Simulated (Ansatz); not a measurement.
BrH5O2Si2 can be A, `O[Si](O)([SiH3])Br`, or B, `O[SiH](Br)O[SiH3]`.

Calculated with Ansatz (gas phase, PBE0-D4/def2-TZVP geometries, no zero-point term in ΔE). CCSD(T)/CBS adds triple-zeta CCSD(T) − MP2 to the extrapolated MP2 energy (def2 sets, frozen cores). DFT in def2-TZVPP. B3LYP here is the variant with VWN-RPA as its local correlation; programs differ in this. For Br outer-core shells are correlated without core-valence functions, which leaves a few kJ/mol of doubt a bond. Scalar relativity is left out up to krypton. One conformer a species, not always the lowest.

A:

Z-matrix (Å, degrees):
```
Si
O 1 1.638
Si 1 2.331 2 115.0
O 1 1.627 2 108.8 3 120.8
Br 1 2.247 2 106.4 3 -119.5
H 2 0.959 1 117.5 3 92.2
H 3 1.486 1 110.4 2 61.0
H 3 1.487 1 108.2 2 -58.5
H 3 1.485 1 109.7 2 -177.8
H 4 0.960 1 118.3 2 50.5
```

B:

```xyz
10

O    -1.558   -0.307   -1.902
Si   -1.101   -0.673   -0.388
Br    0.190   -2.488   -0.406
O    -0.258    0.515    0.310
Si    1.174    0.940    1.000
H    -0.897   -0.271   -2.595
H    -2.328   -0.950    0.369
H     2.261    0.869   -0.009
H     1.485    0.034    2.133
H     1.032    2.332    1.487
```

Task: Which is lower in electronic energy at CCSD(T)/CBS, and by how much? (An estimate is asked.)

Result: Ansatz gave: B, by 108.9 kJ/mol.

Task: Give E(B) − E(A) in kJ/mol with B2PLYP, CCSD(T)/def2-TZVPP, CCSD(T)/def2-SVP, ωB97M-V, BLYP-D4, B3LYP, MP2/def2-TZVPP. (An estimate is asked.)

Result: The calculation gave: B2PLYP -111.9, CCSD(T)/def2-TZVPP -109.3, CCSD(T)/def2-SVP -106.9, ωB97M-V -109.3, BLYP-D4 -98.3, B3LYP -106.8, MP2/def2-TZVPP -116.1. None reverses the order clearly.

Task: Does the order hold for the free energy at 298.15 K (harmonic terms from PBE0-D4)? (An estimate is asked.)

Result: Ansatz gave: Yes: G(B) − G(A) = -114.0 kJ/mol, for one conformer each. Modes under 60 cm⁻¹, often nearly free rotors, make the harmonic entropy too high.

Largest T1 diagnostic: 0.011.

Leaving LDA and LC-ωPBE aside and taking each functional with its dispersion term where it has one, the values, not all of them listed here, spread over 39.8 kJ/mol, from BHLYP-D4 to PBE-D4. From PBE to PBE0 (25 % exact exchange), in def2-TZVPP and without D4, E(B) − E(A) moves by −10.4 kJ/mol.
